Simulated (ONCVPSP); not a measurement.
**Reading a pseudo-wave (Li)**

Columns: radius, all-electron u(r) and pseudo u(r) of the 2s shell (level -2.87 eV) of lithium in the configuration [He] 2s1; PBE, scalar-relativistic, ONCV scheme, ONCVPSP 4.0.1.

| r (bohr) | all-electron | pseudo |
| --- | --- | --- |
| 0.105 | -0.1242 | 0.0139 |
| 0.210 | -0.1781 | 0.0276 |
| 0.315 | -0.1880 | 0.0414 |
| 0.420 | -0.1709 | 0.0559 |
| 0.525 | -0.1375 | 0.0718 |
| 0.630 | -0.0946 | 0.0898 |
| 0.735 | -0.0468 | 0.1099 |
| 0.840 | 0.0029 | 0.1316 |
| 0.945 | 0.0525 | 0.1543 |
| 1.050 | 0.1009 | 0.1775 |
| 1.155 | 0.1471 | 0.2012 |
| 1.260 | 0.1906 | 0.2256 |
| 1.365 | 0.2311 | 0.2512 |
| 1.470 | 0.2685 | 0.2782 |
| 1.575 | 0.3026 | 0.3062 |
| 1.680 | 0.3335 | 0.3343 |
| 1.785 | 0.3615 | 0.3616 |
| 1.890 | 0.3872 | 0.3872 |
| 1.995 | 0.4105 | 0.4105 |
| 2.100 | 0.4314 | 0.4314 |
| 2.205 | 0.4499 | 0.4499 |
| 2.310 | 0.4659 | 0.4659 |
| 2.415 | 0.4796 | 0.4796 |
| 2.520 | 0.4910 | 0.4910 |
| 2.625 | 0.5003 | 0.5003 |
| 2.730 | 0.5077 | 0.5077 |

(1) How many radial nodes do the two functions have?

(2) At about which radius was the pseudo-wave matched?

(3) Is the pseudo-wave norm-conserving?

Results:

(1) The all-electron 2s function has n − l − 1 = 1; the pseudo-wave has 0, since the states of the same l below it are removed with the core.

(2) 2.10 bohr. The columns agree to 0.0005 from 1.78 bohr on; several derivatives are matched, so the curves merge somewhat inside the radius.

(3) Yes: the ONCV scheme keeps the norm inside the radius equal to the all-electron one, which fixes the energy derivative of the logarithmic derivative at the level.
